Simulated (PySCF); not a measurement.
This PySCF input asks for the NMR shieldings of `InChI=1S/C4H2F3NO.Al.3H/c5-4(6,7)3(9)1-2-8;;;;/h1H2;;;;`; the geometry comes from GFN2-xTB.

```python
import basis_set_exchange as bse
import numpy as np
from pyscf import gto, dft
from pyscf.prop import nmr

atoms = """
O    -1.260132   -0.820415   -1.607647
C    -1.507567   -0.242283   -0.601705
C    -0.549179    0.538087    0.283400
C     0.797568    0.525557   -0.206446
N     1.872941    0.527092   -0.600155
Al    3.692672   -0.302647   -0.416108
C    -2.956001   -0.193641   -0.011643
F    -3.824148   -0.866579   -0.746184
F    -2.973945   -0.695517    1.231722
F    -3.376375    1.078260    0.078967
H    -0.564296    0.102531    1.291256
H    -0.904990    1.573303    0.363440
H     3.639187   -0.205412    1.158262
H     3.257458   -1.661258   -1.066260
H     4.652392    0.650913   -1.184122
"""
names = dict.fromkeys(["O", "C", "N", "Al", "F", "H"], "pcSseg-1")
basis = {el: gto.basis.parse(bse.get_basis(n, elements=[el], fmt="nwchem")) for el, n in names.items()}
mol = gto.M(atom=atoms, basis=basis, charge=0, verbose=0)
mf = dft.RKS(mol, xc="PBE0")
mf.grids.level = 2
mf.grids.alignment = dft.numint.BLKSIZE   # the property module wants whole blocks of grid points
mf.conv_tol = 1e-9
mf.kernel()

calc = nmr.RKS(mf)   # GIAO
C = mf.mo_coeff
Co = C[:, mf.mo_occ > 0]
resp = mf.gen_response(singlet=True, hermi=2)
def vind(x):   # induced exchange potential for any number of trial vectors
    d = np.einsum("pi,xij,qj->xpq", C, 2 * x.reshape(-1, C.shape[1], Co.shape[1]), Co, optimize=True)
    return np.einsum("xpq,pi,qj->xij", resp(d - d.transpose(0, 2, 1)), C, Co, optimize=True).ravel()
mo1, _ = nmr.rhf.solve_mo1(calc, with_cphf=vind)
sigma = calc.kernel(mo1)
for i, s in enumerate(sigma):   # ppm
    print("%2d %-2s %9.2f" % (i, mol.atom_pure_symbol(i), np.trace(s) / 3))
```

Question: Give the expected output.

Answer: 
```
 0 O    -340.76
 1 C       1.99
 2 C     159.32
 3 C      60.34
 4 N       4.39
 5 Al    431.81
 6 C      61.81
 7 F     274.58
 8 F     258.23
 9 F     257.88
10 H      27.48
11 H      27.58
12 H      27.36
13 H      27.35
14 H      27.95
```

These numbers come from an equivalent density-fitted implementation of the same equations, which agrees with the script to about 0.01 ppm for H and up to a few tenths of a ppm for heavy atoms, so last digits may differ.

Size and cost of the density-fitted run: 202 basis functions, 56 s wall time on 1 thread of an Arm Neoverse V1, shared host; peak memory 0.9 GiB.
